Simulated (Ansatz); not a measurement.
`C[N]([GeH3])[InH2]` + `C=N` → `C=[N][InH2]` + `C[NH][GeH3]` at 500 K and 1 bar (ligand exchange at the In–N bond).

Computed with Ansatz on PBE0-D4/def2-TZVP structures; ΔE is electronic, products minus reactants. CCSD(T)/CBS adds triple-zeta CCSD(T) − MP2 to the extrapolated MP2 energy (def2 sets, frozen cores). This one scheme is used for every species. def2 core potentials past Kr. For Ge, In outer-core shells are correlated without core-valence functions, which leaves a few kJ/mol of doubt a bond. Scalar relativity is left out up to krypton.

```
             species  CCSD(T)/CBS energy (Eh)  H − E (kJ/mol)  S (J/(mol·K))
`C[N]([GeH3])[InH2]`              -2363.46641           260.2          456.6
               `C=N`                -94.52360           124.2          249.5
       `C=[N][InH2]`               -284.90922           141.1          356.8
       `C[NH][GeH3]`              -2173.06430           241.1          362.9
```

H − E and S are ideal-gas, rigid-rotor, harmonic terms from PBE0-D4/def2-TZVP, for one conformer and one mirror image of each species. 1 Eh = 2625.50 kJ/mol, R = 8.31446 J/(mol·K).

**Question.** By hand: ΔE, ΔH, ΔS and ΔG.

**Answer.** ΔE = (-284.90922) + (-2173.06430) − (-2363.46641) − (-94.52360) = 0.01649 Eh = 43.3 kJ/mol. Δ(H − E) = 141.1 + 241.1 − 260.2 − 124.2 = -2.2, so ΔH = 41.1 kJ/mol. ΔS = 356.8 + 362.9 − 456.6 − 249.5 = 13.6 J/(mol·K). ΔG = 41.1 − 500 × (13.6)/1000 = 34.3 kJ/mol.

**Question.** By hand: the equilibrium constant, and the temperature at which ΔG would vanish if ΔH and ΔS stayed fixed.

**Answer.** log₁₀ K = −ΔG/(RT ln 10) = -3.6. ΔG = 0 at ΔH/ΔS = 3022 K, far beyond where these terms or the molecules hold.

The number of gas molecules stays the same, so ΔS is small and ΔH decides. A doubt of 5 kJ/mol in ΔE shifts log₁₀ K by 0.5 here. Other conformers and mirror images would add mixing entropy, several J/(mol·K) or more a flexible species. These are equilibria of isolated gas molecules and say nothing of rates. Largest T1 diagnostic: 0.015 (customary marks: 0.02 for closed shells, 0.045 for open ones).
